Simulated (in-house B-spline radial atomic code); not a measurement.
# B3LYP (VWN-RPA) excitations of neutral calcium

Method: B3LYP (VWN-RPA). Computed with a B-spline radial code for spherical atoms: linear response of the closed shell [Ar] 4s2 with the functional's adiabatic kernel; scalar-relativistic (spin-free one-electron X2C), finite nucleus, no spin-orbit coupling, no double excitations, S, P, D and F terms only; shells from n = 2 respond.

Command:
```bash
python run_td.py task.json out
```
Settings (radii: box in bohr, nucleus in fm):
```
Z                        20
electrons                20
configuration            [Ar] 4s2
hamiltonian              x2c
method                   b3lyp
box_radius               75
rms_radius               3.4776
intervals                78
```

Cost of the run: 0.6 s on 1 thread of AMD EPYC 9R45 96-Core Processor (Zen 5), on a shared host.

The lowest states, in the order of their Tamm-Dancoff energies; the method's threshold (minus the highest occupied level) is 4.210 eV. Labels give the largest channel, * marks a mixed state, and oscillator strengths are full-response dipole values. Measured ¹D terms are left out, since they can mix with doubly excited terms. Semilocal kernels can invert the small singlet-triplet splittings of Rydberg terms. Energies in eV:

```tsv
state	full response	Tamm-Dancoff	oscillator strength	measured (J-weighted term)
4s → 3d 3D	1.581	1.639	-	2.524
4s → 4p 3P	?	?	-	?
4s → 3d 1D	?	?	-	-
4s → 4p 1P	3.046	3.193	1.76	2.933
4s → 5s 3S	3.629	3.630	-	3.910
4s → 5s 1S	3.734	3.742	-	4.131
4s → 5p 3P	3.986	3.988	-	4.534
4s → 5p 1P	4.042	4.058	0.0737	4.554
```

Where does 4s → 3d 1D lie?

At 2.131 eV in full response, 2.139 eV in Tamm-Dancoff.

Where does 4s → 4p 3P lie?

At 1.839 eV in full response, 1.917 eV in Tamm-Dancoff; measured 1.892 eV.

How large is the singlet-triplet splitting of 4s → 3d (D terms) in Tamm-Dancoff?

0.5 eV, from the unrounded values.

What polarisabilities and dispersion coefficient does the method give?

Dipole 151.8 bohr³, quadrupole 3315 bohr⁵, C6 2058 hartree·bohr⁶ for two such species. Recommended dipole value: 160.8 ± 4 bohr³ (Schwerdtfeger and Nagle, table of static dipole polarizabilities (2023 update)), which includes relativity and correlation.
